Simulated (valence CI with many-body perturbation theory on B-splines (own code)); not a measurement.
# Sm⁵⁺ in brief

Calculated by valence CI with perturbative core correlation (CI+MBPT): three valence electrons over a frozen Dirac-Fock core [Xe], a basis of 8 s, 8 p, 9 d, 9 f, 6 g, 3 h, 2 i functions for each j, with the one-electron correlation potential Σ1, the two-electron term Σ2, the three-electron term Σ3, Breit, model QED; the open f shell's mean field enters the energy denominators; selected CI, second order for the rest, scaled by the run's own slope (own B-spline code, finite nucleus).

Against measured spectra of neutral and singly charged lanthanides and actinides this method errs by a few hundred cm⁻¹ within a configuration and by up to about 5,000 between configurations. No measured spectrum was set against this ion. As an estimate, terms of the open shell hold to a few per cent of their energy, and close levels can change places. Core correlation moves these levels by up to 2500 cm⁻¹, and in measured spectra 5 to 20 % of such shifts remained as error; rates that hang on mixing are uncertain with them. Only levels of the ground parity were solved; by the run's estimate the other parity begins above the list, which can be wrong where configurations are misplaced.

Names give the largest LS component (configuration and term), which can be under half, so a name can repeat, a term be missing and a line seem to break the LS rules; names also repeat where a configuration has a term twice.

Rates and lifetimes use the calculated energies. Strong lines usually hold to 10 to 20 %, long lifetimes can be off by a factor of two.

(1) What is the ground level?

(2) What is the ionisation energy?

(3) How is the term 4I° of the ground level split?

(4) How well does LS coupling describe the low levels?

## Answers

(1) 4f3 4I°_9/2, composition 95 % 4f3 4I° + 4 % 4f3 2H°, g = 0.734.

(2) 86.435 eV; NIST lists 87 ± 4 eV (theoretical).

(3) J = 9/2 at 0.0, J = 11/2 at 3096, J = 13/2 at 6296, J = 15/2 at 9538 cm⁻¹.

(4) Among the lowest 20 levels the leading LS term, summed over configurations, holds 83 % on average. For single configurations the figures are 83 % in LS and 63 % in jj coupling. Terms mix most in the J = 3/2 level at 28983 cm⁻¹, where the leading one holds 49 %.
